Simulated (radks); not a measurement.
The numbers below are computed, except where a source is named.
The antimony ion Sb32+, 19 electrons, occupied as [Ne] 3s2 3p5.5 3d1 4s0.5 (fractional occupations, a model configuration). Level of theory: scalar-relativistic Kohn-Sham, r2SCAN, spin-polarised, spherical densities, finite nucleus; open shells are filled with parallel spins first (spin-orbit coupling, left out, can overturn this in heavy ions); meta-GGA in the generalised Kohn-Sham scheme; Fermi nuclear charge, rms radius 4.6802 fm (a radial shooting solver on a logarithmic mesh with Libxc functionals).

Normalised radial functions P(r) = r R(r), r in bohr:

r           3s up  3s down
0.001787   0.2344   0.2335
0.002272   0.2852   0.2841
0.002865   0.3422   0.3409
0.003642   0.4092   0.4076
0.00463    0.4832   0.4813
0.005886   0.5610   0.5588
0.007483   0.6368   0.6343
0.009513   0.7009   0.6982
0.01209    0.7388   0.7359
0.01537    0.7303   0.7274
0.01939    0.6550   0.6524
0.02465    0.4833   0.4814
0.03133    0.1994   0.1986
0.03983   -0.1911  -0.1905
0.05063   -0.6402  -0.6379
0.06437   -1.0402  -1.0363
0.08183   -1.2286  -1.2237
0.104     -1.0336  -1.0291
0.1312    -0.4030  -0.4004
0.1668     0.5902   0.5891
0.212      1.5693   1.5655
0.2695     2.0766   2.0737
0.3426     1.8857   1.8872
0.4356     1.2143   1.2190
0.5537     0.5366   0.5402
0.7039     0.1524   0.1530
0.8877     0.0277   0.0269
1.128      0.0025   0.0022
1.435      0.0001   0.0001
1.824      0.0000   0.0000

3s up: eigenvalue -2266.8 eV, 2 radial nodes at r = 0.0357, 0.146 bohr, <r> = 0.303 bohr, 90 % of the charge inside 0.440 bohr. 3s down: eigenvalue -2257.3 eV, 2 radial nodes at r = 0.0357, 0.146 bohr, <r> = 0.303 bohr, 90 % of the charge inside 0.441 bohr.
